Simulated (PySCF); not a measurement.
Compound: CH6FSi2 (doublet state).
Numbering: `[F:1][C:2]([SiH3:3])[SiH3:4]` (hydrogens: H5, H6, H7 on Si3; H8, H9, H10 on Si4)

Structure used (GFN2-xTB), in Å, numbered top down from 1:
```
atom  x, y, z in Å
F1    -0.0222    1.9517    0.1845
C2    -0.0030    0.5992    0.0447
Si3   -1.6992   -0.1650   -0.2031
Si4    1.7046   -0.1760    0.1638
H5    -2.4459    0.6322   -1.1785
H6    -1.4604   -1.5273   -0.6753
H7    -2.4385   -0.1806    1.0651
H8     2.1067   -0.6778   -1.1551
H9     1.6256   -1.2967    1.1043
H10    2.6411    0.8450    0.6271
```

Level of theory: UKS B3LYP, pcH-1 on C F H Si, non-relativistic, mean-field spin-orbit, GIAO in PySCF. Geometry: GFN2-xTB; no solvent, vibrations or thermal averaging. GFN2-xTB frequencies show an imaginary mode (60i cm⁻¹), so this geometry is no minimum at that level. A GFN2-xTB geometry isn't a minimum of the functional, and hyperfine couplings can be far from their values at a DFT geometry. The SCF solution wasn't tested for stability.

Q: Break the g tensor into its mass correction, gauge correction and orbital-Zeeman/spin–orbit terms.

A: 
```csv
Δg (ppm),1,2,3
relativistic mass correction,-179,-179,-179
gauge correction,0,37,43
orbital Zeeman/spin–orbit,-83,3263,3526
total,-262,3121,3390
```

So g = 2.00206, 2.00544, 2.00571 and g_iso = 2.00440; the tensor is close to axial: the two nearest values differ by 7 % of g3 − g1. Axes: g2 points within 7° of the C2–Si4 bond.

Q: What effective moment and Curie constant follow for a powder?

A: With the mean of g² = 4.0176 and S(S+1) = 0.75: μ_eff = √(⟨g²⟩S(S+1)) = 1.736 μB and χT = 0.12505·⟨g²⟩·S(S+1) = 0.377 cm³ K/mol (cgs; spin-Hamiltonian part alone).

Q: How much does each term add to the isotropic shift?

A: The orbital-Zeeman/spin–orbit term 2235, the mass correction -179 and the gauge correction 27 ppm, for a total of 2083 ppm. The orbital-Zeeman/spin–orbit term is the largest in size. The mass correction is the same along every axis, so the anisotropy comes from the other two: their spans along these axes are 42 (gauge) and 3609 ppm (orbital Zeeman/spin–orbit).

Q: What are the electron Larmor frequencies g μB B/h along the three axes at 3350 mT?

A: 93.8713, 94.0299, 94.0425 GHz for g1, g2 and g3, a range of 171.2 MHz.

Q: In a frozen sample, at which fields do the three g values resonate at 9.5, 34, 94 and 263 GHz (hyperfine left aside), and which band first spreads them over more than twice a line width of 0.3 mT?

A: 
| band | GHz | B(g3) mT | B(g2) mT | B(g1) mT | spread mT |
| --- | --- | --- | --- | --- | --- |
| X | 9.5 | 338.41 | 338.46 | 339.03 | 0.62 |
| Q | 34.0 | 1211.15 | 1211.32 | 1213.36 | 2.21 |
| W | 94.0 | 3348.48 | 3348.93 | 3354.59 | 6.11 |
| J | 263.0 | 9368.63 | 9369.89 | 9385.72 | 17.09 |

The spread grows in proportion to the frequency. X band is the first where it exceeds 0.6 mT.

The largest Mulliken spin populations are on C2 (+0.89) and F1 (+0.08). No atom but C2 exceeds +0.15. The angles at C2 add up to 360.0°, so it is planar.

The HOMO–LUMO gaps are 6.28 eV among the α and 5.65 eV among the β orbitals.

Rough CPU time on one thread of a shared machine: about 60 s (grids of density and orbitals included).
